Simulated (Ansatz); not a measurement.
`CCCBO`. Charge 0, multiplicity 1. Geometry: relaxed with PBE0-D4/def2-TZVP. It is one conformer, not always the lowest.

```xyz
14

C     1.791   -0.472    0.649
C     0.557   -0.337   -0.227
C    -0.576    0.437    0.436
B    -1.894    0.629   -0.393
O    -2.058    0.145   -1.647
H     2.190    0.510    0.915
H     2.586   -1.031    0.147
H     1.553   -0.993    1.580
H     0.207   -1.339   -0.504
H     0.841    0.157   -1.165
H    -0.851   -0.039    1.389
H    -0.226    1.435    0.738
H    -2.835    1.225    0.054
H    -1.283   -0.326   -1.971
```

Question: What is the dipole moment at ωB97M-V/def2-TZVPP? (An estimate is asked.)

Answer: Ansatz gave: 1.95 D, with components (1.82, -0.71, 0.15) D in this frame, pointing from negative to positive charge.

Question: And with PBE, r2SCAN, B3LYP? (An estimate is asked.)

Answer: The calculation gave: PBE 1.93 D, r2SCAN 1.96 D, B3LYP 1.94 D.

Question: Give the Mulliken charges with ωB97M-V, r2SCAN, PBE in def2-TZVPP. (Estimate.)

Answer: The calculation gave: 
```tsv
atom	ωB97M-V	r2SCAN	PBE
C1	-0.32	-0.16	-0.26
C2	-0.20	-0.01	-0.11
C3	-0.20	-0.11	-0.17
B4	0.05	0.16	0.08
O5	-0.27	-0.30	-0.23
H6	0.10	0.04	0.08
H7	0.10	0.04	0.08
H8	0.10	0.04	0.08
H9	0.09	0.02	0.06
H10	0.09	0.02	0.06
H11	0.10	0.04	0.07
H12	0.10	0.04	0.07
H13	0.06	-0.02	-0.01
H14	0.19	0.21	0.19
```

B3LYP here is the variant with VWN-RPA as its local correlation; programs differ in this.
